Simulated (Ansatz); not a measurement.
Isolated molecules relaxed with PBE0-D4/def2-TZVP in Ansatz; ΔE leaves out vibrations. CCSD(T)/CBS is the MP2 limit (def2-TZVPP, def2-QZVPP) plus CCSD(T) − MP2 in def2-TZVPP, frozen cores. Functionals use def2-TZVPP. B3LYP here is the variant with VWN-RPA as its local correlation; programs differ in this. def2 core potentials past Kr. For In, Mg outer-core shells are correlated without core-valence functions, which leaves a few kJ/mol of doubt a bond. One conformer a species, not always the lowest.

Reaction (redistribution): `C[N](C)[Mg][F]` + `[NH2][In]([SH])[O][SiH3]` → `C[N](C)[Mg][NH2]` + `[F][In]([SH])[O][SiH3]`

Is it downhill or uphill in electronic energy at CCSD(T)/CBS, and by how much? (Best estimate.)

The calculation gave: Uphill: ΔE = +0.84 eV.

What do these levels give: PBE-D4, B3LYP-D4, CAM-B3LYP-D4, B3LYP, r2SCAN0, BHLYP, HF/def2-SVP, CCSD/def2-SVP, HF/def2-TZVPP, CCSD/def2-TZVPP, CCSD(T)/def2-TZVPP, SCS-MP2/def2-QZVPP? (Estimate.)

Computed: PBE-D4 0.78, B3LYP-D4 0.79, CAM-B3LYP-D4 0.79, B3LYP 0.76, r2SCAN0 0.81, BHLYP 0.78, HF/def2-SVP 0.80, CCSD/def2-SVP 0.86, HF/def2-TZVPP 0.74, CCSD/def2-TZVPP 0.83, CCSD(T)/def2-TZVPP 0.83, SCS-MP2/def2-QZVPP 0.86 eV.

Largest T1 diagnostic among the species: 0.015.

From PBE to PBE0 (25 % exact exchange), in def2-TZVPP and without D4, ΔE moves by +0.03 eV. The D4 term adds +0.04 eV with B3LYP and +0.02 eV with PBE0; it sums over pairs of atoms, weighted by their polarisabilities, and B3LYP, whose exchange is more repulsive, gets the larger term. In def2-TZVPP, CCSD(T) changes the Hartree–Fock value by +0.09 eV (the triples alone add +0.00 eV) and MP2 by +0.15 eV.
